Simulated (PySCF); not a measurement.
## Orbital picture of CdS⁺

r²SCAN at R = 2.360 Å; Cd def2-SVP with ECP28, S def2-SVP; scalar-relativistic core potentials (PySCF 2.14). State: ²Π (doublet), unpaired electrons π ↑. Only the outer orbitals are listed, counted within each symmetry, core potentials removing the inner ones.

```
spin  orbital  occ.  ε (eV)  on Cd (%)           main shells (%)
   α       3π     1  -20.87         99                   99 Cd d
   α       3π     1  -20.79         99                   99 Cd d
   α       7σ     1  -20.71         93                   93 Cd d
   α       1δ     1  -20.69        100                  100 Cd d
   α       1δ     1  -20.66         94                   94 Cd d
   α       8σ     1  -14.50         42           55 S p, 38 Cd s
   α       4π     1  -13.74          4                    96 S p
   α       4π     1  -12.31          6                    94 S p
   α       9σ     0  -10.89         71  56 Cd s, 29 S p, 15 Cd p
   α       5π     0   -6.38         97                   97 Cd p
   α       5π     0   -6.21         95                   95 Cd p
   β       3π     1  -20.85        100                  100 Cd d
   β       3π     1  -20.81         99                  100 Cd d
   β       1δ     1  -20.70        100                  100 Cd d
   β       1δ     1  -20.70        100                  100 Cd d
   β       7σ     1  -20.42         76           75 Cd d, 23 S s
   β       8σ     1  -14.21         49           47 S p, 46 Cd s
   β       4π     1  -11.85          7                    93 S p
   β       4π     0  -10.84         10            90 S p, 8 Cd p
   β       9σ     0  -10.76         65  47 Cd s, 35 S p, 18 Cd p
   β       5π     0   -6.27         94                   94 Cd p
```

Problem. Which are the highest filled and the lowest empty level, where do they sit, and how wide is the gap?

Solution. Highest filled β 4π at -11.85 eV (in %: 93 S p); lowest empty α 9σ at -10.89 eV (in %: 56 Cd s, 29 S p, 15 Cd p); the gap at r²SCAN is 0.96 eV.

```
bond order (Mayer)                                                                                                : 1.32
⟨S²⟩                                                                                                              : 0.762
charge on Cd (Mulliken, basis-dependent)                                                                          : 0.90
charge on Cd (Löwdin, basis-dependent)                                                                            : 0.73
dipole moment (positive dipole points towards S; it is taken about the centre of mass and depends on that origin) : -2.88 D
```

Spin–orbit coupling is left out. The state was picked by a PBE0 search and need not be the measured ground state.
